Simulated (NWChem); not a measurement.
The numbers come from NWChem runs, not from measurements. System: germanium monotelluride (GeTe), charge 0, spin multiplicity 1, at a geometry optimised with PBE/def2-SVP with def2 effective core potentials on Te. Level: PBE/def2-TZVP with def2 effective core potentials on Te.

Input file:

```
start mol
memory heap 200 mb stack 900 mb global 1100 mb
geometry units angstroms nocenter noautoz
  Ge     0.000000     0.000000     1.470683
  Te     0.000000     0.000000    -0.905035
  symmetry group C2v
end
basis spherical
  * library def2-tzvp
end
ecp
  Te library def2-ecp
end
dft
  xc xpbe96 cpbe96
  semidirect memsize 60000000 filesize 0
  iterations 100
end
task dft energy
```

Part of the output:

```
             Northwest Computational Chemistry Package (NWChem) 7.3.0
             --------------------------------------------------------

                                NWChem Input Module
                                -------------------

 Scaling coordinates for geometry "geometry" by  1.889725989
 (inverse scale =  0.529177249)

 Turning off AUTOSYM since
 SYMMETRY directive was detected!

                             Geometry "geometry" -> ""
                             -------------------------

 Output coordinates in angstroms (scale by  1.889725989 to convert to a.u.)

  No.       Tag          Charge          X              Y              Z
 ---- ---------------- ---------- -------------- -------------- --------------
    1 Ge                  32.0000     0.00000000     0.00000000     1.47068300
    2 Te                  52.0000     0.00000000     0.00000000    -0.90503500

 Effective nuclear repulsion energy (a.u.)     370.6462392992

            Nuclear Dipole moment (a.u.)
            ----------------------------
        X                 Y               Z
 ---------------- ---------------- ----------------
     0.0000000000     0.0000000000     0.0000680301

      Symmetry information
      --------------------

 Group name             C2v
 Group number             16
 Group order               4
 No. of unique centers     2

      Symmetry unique atoms

     1    2


 Summary of "ao basis" -> "" (spherical)
 ------------------------------------------------------------------------------
       Tag                 Description            Shells   Functions and Types
 ---------------- ------------------------------  ------  ---------------------
 *                         def2-tzvp                  on all atoms

 Summary of "ao basis" -> "ao basis" (spherical)
 ------------------------------------------------------------------------------
       Tag                 Description            Shells   Functions and Types
 ---------------- ------------------------------  ------  ---------------------
 Ge                        def2-tzvp                16       48   6s5p4d1f
 Te                        def2-tzvp                16       50   6s5p3d2f

 Summary of "ao basis" -> "ao basis" (spherical)
 ------------------------------------------------------------------------------
       Tag                 Description            Shells   Functions and Types
 ---------------- ------------------------------  ------  ---------------------
 Ge                        def2-tzvp                16       48   6s5p4d1f
 Te                        def2-tzvp                16       50   6s5p3d2f

      Symmetry analysis of basis
      --------------------------

        a1         42
        a2         10
        b1         23
        b2         23

            General Information
            -------------------
          SCF calculation type: DFT
          Wavefunction type:  closed shell.
          No. of atoms     :     2
          No. of electrons :    56
           Alpha electrons :    28
            Beta electrons :    28
          Charge           :     0
          Spin multiplicity:     1
          Use of symmetry is: on ; symmetry adaption is: on
          Maximum number of iterations: 100
          AO basis - number of functions:    98
                     number of shells:    32
          Convergence on energy requested:  1.00D-06
          Convergence on density requested:  1.00D-05
          Convergence on gradient requested:  5.00D-04
[...]
 !! scf_movecs_sym_adapt:    4 vectors were symmetry contaminated

 d= 0,ls=0.0,diis     9  -2344.7485523022 -1.37D-04  1.46D-05  5.68D-06     5.5

 !! scf_movecs_sym_adapt:    2 vectors were symmetry contaminated

  Symmetry fudging

 !! scf_movecs_sym_adapt:    2 vectors were symmetry contaminated

 d= 0,ls=0.0,diis    10  -2344.7485529490 -6.47D-07  4.53D-06  1.88D-07     5.7

         Total DFT energy =    -2344.748552949042
      One electron energy =    -3702.863635932516
           Coulomb energy =     1286.477450884329
    Exchange-Corr. energy =      -99.429862962040
 Nuclear repulsion energy =      171.067495061185

 Numeric. integr. density =       56.000000020544

     Total iterative time =      4.0s

                  Occupations of the irreducible representations
                  ----------------------------------------------

                     irrep           alpha         beta
                     --------     --------     --------
                     a1               14.0         14.0
                     a2                2.0          2.0
                     b1                6.0          6.0
                     b2                6.0          6.0

                       DFT Final Molecular Orbital Analysis
                       ------------------------------------

 Vector   26  Occ=2.000000D+00  E=-2.318606D-01  Symmetry=a1
              MO Center= -2.4D-15, -2.2D-15,  3.8D-01, r^2= 4.3D+00
   Bfn.  Coefficient  Atom+Function         Bfn.  Coefficient  Atom+Function
  ----- ------------  ---------------      ----- ------------  ---------------
    66      0.382050  2 Te pz                18     -0.347036  1 Ge pz
    60     -0.339284  2 Te pz                 6     -0.332452  1 Ge s
    63      0.285245  2 Te pz                21     -0.256600  1 Ge pz
     5     -0.188528  1 Ge s                 69      0.162700  2 Te pz
    12      0.160998  1 Ge pz                54     -0.149565  2 Te s

 Vector   27  Occ=2.000000D+00  E=-2.245832D-01  Symmetry=b2
              MO Center= -6.0D-19,  4.0D-16, -2.7D-01, r^2= 3.1D+00
   Bfn.  Coefficient  Atom+Function         Bfn.  Coefficient  Atom+Function
  ----- ------------  ---------------      ----- ------------  ---------------
    65      0.438612  2 Te py                59     -0.365682  2 Te py
    62      0.301782  2 Te py                17      0.246137  1 Ge py
    20      0.215856  1 Ge py                68      0.214067  2 Te py
    11     -0.109912  1 Ge py                56     -0.058885  2 Te py
     8      0.042343  1 Ge py                23      0.034373  1 Ge d -1

 Vector   28  Occ=2.000000D+00  E=-2.245832D-01  Symmetry=b1
              MO Center= -4.2D-15,  7.0D-17, -2.7D-01, r^2= 3.1D+00
   Bfn.  Coefficient  Atom+Function         Bfn.  Coefficient  Atom+Function
  ----- ------------  ---------------      ----- ------------  ---------------
    64      0.438612  2 Te px                58     -0.365682  2 Te px
    61      0.301782  2 Te px                16      0.246137  1 Ge px
    19      0.215856  1 Ge px                67      0.214067  2 Te px
    10     -0.109912  1 Ge px                55     -0.058885  2 Te px
     7      0.042343  1 Ge px                25     -0.034373  1 Ge d  1

 Vector   29  Occ=0.000000D+00  E=-1.212262D-01  Symmetry=b2
              MO Center=  4.3D-17, -3.1D-15,  8.0D-01, r^2= 4.1D+00
   Bfn.  Coefficient  Atom+Function         Bfn.  Coefficient  Atom+Function
  ----- ------------  ---------------      ----- ------------  ---------------
    20      0.594089  1 Ge py                17      0.448967  1 Ge py
    65     -0.311614  2 Te py                68     -0.250959  2 Te py
    59      0.236016  2 Te py                62     -0.201578  2 Te py
    11     -0.198794  1 Ge py                 8      0.075904  1 Ge py
    81      0.056409  2 Te d -1              71     -0.049900  2 Te d -1

 Vector   30  Occ=0.000000D+00  E=-1.212262D-01  Symmetry=b1
              MO Center=  3.7D-16, -3.4D-17,  8.0D-01, r^2= 4.1D+00
   Bfn.  Coefficient  Atom+Function         Bfn.  Coefficient  Atom+Function
  ----- ------------  ---------------      ----- ------------  ---------------
    19      0.594089  1 Ge px                16      0.448967  1 Ge px
    64     -0.311614  2 Te px                67     -0.250959  2 Te px
    58      0.236016  2 Te px                61     -0.201578  2 Te px
    10     -0.198794  1 Ge px                 7      0.075904  1 Ge px
    83     -0.056409  2 Te d  1              73      0.049900  2 Te d  1

 Vector   31  Occ=0.000000D+00  E=-1.216819D-02  Symmetry=a1
              MO Center= -1.4D-15, -1.2D-15,  1.5D-01, r^2= 7.2D+00
   Bfn.  Coefficient  Atom+Function         Bfn.  Coefficient  Atom+Function
  ----- ------------  ---------------      ----- ------------  ---------------
    21      1.153861  1 Ge pz                54      0.981078  2 Te s
     6     -0.962138  1 Ge s                 69      0.941863  2 Te pz
    66      0.429064  2 Te pz                18      0.321031  1 Ge pz
    50      0.211804  2 Te s                 51     -0.195167  2 Te s
    60     -0.191554  2 Te pz                 5     -0.172087  1 Ge s

 center of mass
 --------------
 x =   0.00000000 y =   0.00000000 z =  -0.08209076

 moments of inertia (a.u.)
 ------------------
         949.570027464062           0.000000000000           0.000000000000
           0.000000000000         949.570027464062           0.000000000000
           0.000000000000           0.000000000000           0.000000000000

     Multipole analysis of the density
     ---------------------------------

     L   x y z        total         alpha         beta         nuclear
     -   - - -        -----         -----         ----         -------
     0   0 0 0     -0.000000    -28.000000    -28.000000     56.000000

     1   1 0 0     -0.000000     -0.000000     -0.000000      0.000000
     1   0 1 0     -0.000000     -0.000000     -0.000000      0.000000
     1   0 0 1      0.444358    -23.721609    -23.721609     47.887577

     2   2 0 0    -32.545913    -16.272957    -16.272957      0.000000
     2   1 1 0     -0.000000     -0.000000     -0.000000      0.000000
     2   1 0 1      0.000000      0.000000      0.000000      0.000000
     2   0 2 0    -32.545913    -16.272957    -16.272957      0.000000
     2   0 1 1      0.000000      0.000000      0.000000      0.000000
     2   0 0 2    -30.960593   -174.162667   -174.162667    317.364742

 Task  times  cpu:        5.7s     wall:        5.7s

 Total times  cpu:        5.7s     wall:        5.7s
```
